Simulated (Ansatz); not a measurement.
Consider the ligand exchange at a Ge–Te bond: `[GeH3][Te][GeH3]` + `C[SiH2]O` → `C[SiH2][O][GeH3]` + `[GeH3][TeH]`.

Gas-phase electronic energies from Ansatz, PBE0-D4/def2-TZVP geometries. CBS: MP2 limit from def2 TZ/QZ plus the TZ coupled-cluster correction, frozen cores. This one scheme is used for every species. DFT in def2-TZVPP. Elements past krypton have def2 core potentials. For Ge, Te outer-core shells are correlated without core-valence functions, which leaves a few kJ/mol of doubt a bond. Scalar relativity is left out up to krypton. One conformer a species, not always the lowest.

(1) Is it downhill or uphill in electronic energy at CCSD(T)/CBS, and by how much? (An estimate is asked.)

(2) What do these levels give: LDA (SPW92), PBE-D4, CAM-B3LYP-D4, ωB97M-V, B2PLYP, r2SCAN, PBE0, r2SCAN0, HF/def2-SVP, CCSD/def2-SVP, SCS-MP2/def2-QZVPP, MP2/CBS(def2)? (Estimate.)

Largest T1 diagnostic among the species: 0.011.

## Answers

(1) Computed: Uphill: ΔE = +34.6 kJ/mol.

(2) Computed: LDA (SPW92) 40.0, PBE-D4 41.8, CAM-B3LYP-D4 22.9, ωB97M-V 30.9, B2PLYP 27.7, r2SCAN 33.4, PBE0 39.6, r2SCAN0 35.6, HF/def2-SVP 12.3, CCSD/def2-SVP 17.9, SCS-MP2/def2-QZVPP 29.0, MP2/CBS(def2) 42.9 kJ/mol.

Leaving LDA and LC-ωPBE aside and taking each functional with its dispersion term where it has one, the values, not all of them listed here, spread over 23.8 kJ/mol, from B97M-V to PBE-D4. At CCSD(T), def2-SVP lies −15.8 kJ/mol from the extrapolated value and def2-TZVPP −8.4 kJ/mol. In def2-TZVPP, CCSD(T) changes the Hartree–Fock value by +11.9 kJ/mol (the triples alone add +2.1 kJ/mol) and MP2 by +20.1 kJ/mol.
